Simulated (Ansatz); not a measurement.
Ansatz results at the PBE0-D4/def2-TZVP geometry: HOMO energy (PBE0/def2-TZVPP) -6.78 eV; LUMO energy (PBE0/def2-TZVPP) -0.76 eV; HOMO–LUMO gap (PBE0/def2-TZVPP) 6.02 eV.

Each molecule was computed in one conformer, which needn't be the lowest.

(1) Which molecule gave them?
A. `C=[CH][AlH][NH2]`
B. `BB([SiH3])S`
C. `F/C=N\C[SeH]`
D. `O[SiH]1[SiH2][SiH2]1`

## Answers

(1) C. The others give `C=[CH][AlH][NH2]`: -7.33, -1.00, 6.33; `O[SiH]1[SiH2][SiH2]1`: -6.77, -1.33, 5.43; `BB([SiH3])S`: -7.86, -2.03, 5.84.
